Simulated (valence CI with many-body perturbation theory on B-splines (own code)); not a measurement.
The numbers below are computed, except where a source is named.
## Sb: input, log and results

Level of theory: relativistic CI+MBPT: five valence electrons over a frozen Dirac-Fock core [Kr] 4d10, a basis of 9 s, 9 p, 8 d, 6 f, 3 g, 1 h functions for each j, with the one-electron correlation potential Σ1 (screened to all orders), the two-electron term Σ2, the three-electron term Σ3, Breit, model QED; selected single and double excitations, second order for the rest, scaled by the run's own slope (own B-spline code, finite nucleus).

Command, and the settings that its task file holds:

```sh
python run_cv.py task.json out
```

```
atom Sb  Z=51  mass_number=121  rms_radius_fm=4.6802
core [Kr] 4d10
valence 5s2 5p3
avg = 1
basis = M
breit = 1
cap = 40000
capref = 1200
cscale = 1
de = 0.0
dress = 0
eps = 2e-08
extrap = 1
h = 0.27
hh = 1
l2 = 3
lcore = 6
maxit = 60
n2 = 5
natural = 1
nlev = 45
nno = [5, 5, 5, 4, 2, 1]
nroot = 26
nsp = [4, 4, 3, 2, 1, 0]
pt2 = 1
qed = 1
rpa = 1
s1 = 1
s2 = 1
s3 = 1
screen = 1
tol = 2e-05
whole = 1
```

Problem. Roughly how long does this run take on one core of Intel(R) Xeon(R) Processor @ 2.30GHz, and how much memory?

Solution. 15 min on 1 thread of Intel(R) Xeon(R) Processor @ 2.30GHz, with other jobs on the host, peak memory 1.6 GiB.

Log. The first blocks belong to the next ion, which gives the ionisation energy. Fields: 2J, parity (1 odd), roots, reference size, generating configurations, candidates as configurations/state functions, variational space P, stored matrix elements, Davidson steps; e2 is the range of second-order energies in hartree. The first line gives the box (bohr), its intervals, the orbitals and the steps of their self-consistent field. Window is the range of levels sought, series limit the energy at which the first omitted orbital would enter, core excitation an estimate of the first excitation out of the core, left out the lowest levels not solved, and shifts from estimates the range by which levels moved from their first estimate, all in cm⁻¹.

```
rmax 73.4 intervals 69 orbitals 63 references ['5s2 5p3'] scf 10 t 1.6
2J=0 par=0 roots 2 ref 26 generators 12 cand 14380/24127 P 2363/3388 nnz 1e+06 it 10
2J=0 par=0 roots 2 ref 26 generators 77 cand 62406/125648 P 9378/15651 nnz 8.3e+06 it 10
   second order: generators 185 cand 102249/220965 e2 -0.00022 -0.00014
reference levels 266, estimated 266, window 61354 1/cm; series limit 64036, core excitation 269059
2J=3 par=1 roots 13 ref 37 generators 158 cand 226405/2735503 P 1980/7995 nnz 5.5e+06 it 13
2J=3 par=1 roots 13 ref 37 generators 368 cand 365471/4939631 P 6879/39999 nnz 7.7e+07 it 17
   second order: generators 357 cand 349522/4671916 e2 -0.00400 -0.00248
2J=5 par=1 roots 7 ref 32 generators 114 cand 187805/2890553 P 1643/7978 nnz 5.7e+06 it 14
2J=5 par=1 roots 7 ref 32 generators 280 cand 312715/5294630 P 5860/39990 nnz 8.6e+07 it 22
   second order: generators 248 cand 285910/4773108 e2 -0.00411 -0.00292
2J=1 par=1 roots 10 ref 23 generators 137 cand 195743/1253422 P 2543/7997 nnz 4.1e+06 it 13
2J=1 par=1 roots 10 ref 23 generators 373 cand 357262/2588601 P 10024/39998 nnz 5.8e+07 it 17
   second order: generators 311 cand 306332/2165191 e2 -0.00260 -0.00163
2J=1 par=0 roots 10 ref 24 generators 155 cand 208883/1364501 P 2607/7999 nnz 3.7e+06 it 15
2J=1 par=0 roots 10 ref 24 generators 363 cand 337741/2433502 P 9908/40000 nnz 6.1e+07 it 21
   second order: generators 289 cand 289706/2017055 e2 -0.00331 -0.00205
2J=3 par=0 roots 14 ref 35 generators 176 cand 244354/2939489 P 1870/7998 nnz 4.8e+06 it 18
2J=3 par=0 roots 14 ref 35 generators 386 cand 368704/4884594 P 6624/39995 nnz 7.3e+07 it 20
   second order: generators 303 cand 317775/3992249 e2 -0.00627 -0.00341
2J=5 par=0 roots 12 ref 35 generators 169 cand 247068/3891086 P 1805/7997 nnz 5.1e+06 it 16
2J=5 par=0 roots 12 ref 35 generators 390 cand 384386/6539146 P 6018/39986 nnz 7.5e+07 it 27
   second order: generators 307 cand 339813/5669029 e2 -0.00800 -0.00455
2J=7 par=0 roots 4 ref 23 generators 83 cand 159591/2768268 P 1426/8000 nnz 5.7e+06 it 18
2J=7 par=0 roots 4 ref 23 generators 167 cand 233387/4641394 P 5197/39992 nnz 9.8e+07 it 16
   second order: generators 237 cand 289907/6509644 e2 -0.00369 -0.00265
2J=7 par=1 roots 3 ref 22 generators 71 cand 147560/2854411 P 1394/7995 nnz 5.4e+06 it 9
2J=7 par=1 roots 3 ref 22 generators 160 cand 237346/4914539 P 4902/39989 nnz 8.6e+07 it 15
   second order: generators 223 cand 293686/6822310 e2 -0.00269 -0.00194
2J=9 par=0 roots 2 ref 14 generators 55 cand 119692/2208917 P 1396/7973 nnz 5.9e+06 it 9
2J=9 par=0 roots 2 ref 14 generators 113 cand 182833/3593802 P 5243/39992 nnz 9.5e+07 it 13
   second order: generators 263 cand 354439/9761302 e2 -0.00264 -0.00151
2J=9 par=1 roots 1 ref 10 generators 19 cand 68263/1198411 P 1040/7949 nnz 8.9e+06 it 6
2J=9 par=1 roots 1 ref 10 generators 40 cand 106745/2000722 P 2946/34007 nnz 1.1e+08 it 9
   second order: generators 109 cand 233305/6242181 e2 -0.00107 -0.00107
left out: unestimated none, estimated 64618, shifts from estimates -862 to 320
operators 5.9
```

The Davidson iterations converged.

Set against measurement, 19 paired levels are off by 60 cm⁻¹ on average, the worst by 198. These come from a selection out of the NIST Handbook of Basic Atomic Spectroscopic Data. Levels without a partner in it may be off by more. Among the levels kept, up to 1600 cm⁻¹ of a level comes from second order outside the variational space, and about a tenth of that is noise between levels of different J, which matters for small intervals.

- Valence energy: -5.483092 hartree
- Ionisation energy: 8.5868 eV (NIST: 8.60839 eV (measured))
- Reference configurations for the orbitals: 5s2 5p3
- Radial orbitals: 63
- Box radius: 73.39 bohr
- Largest variational space: 40000
- Lowest levels: 5s²5p³ ⁴S°_3/2 0.0000, 5s²5p³ ²D°_3/2 1.054, 5s²5p³ ²D°_5/2 1.221, 5s²5p³ ²P°_1/2 2.032, 5s²5p³ ²P°_3/2 2.285, 5s²5p²6s ⁴P_1/2 5.363, 5s²5p²6s ⁴P_3/2 5.697, 5s²5p²6s ²P_1/2 5.827, 5s²5p²6s ⁴P_5/2 5.993, 5s²5p²6s ²P_3/2 6.124, 5s²5p²6p ⁴D°_1/2 6.394, 5s²5p²6p ⁴D°_3/2 [a] 6.510, 5s²5p²5d ⁴P_5/2 6.601, 5s²5p²5d ⁴F_3/2 6.624 eV

Names give the largest LS component (configuration and term), which can be under half, so a name can repeat, a term be missing and a line seem to break the LS rules; names also repeat where a configuration has a term twice. Letters in brackets count levels of one name in rising energy.
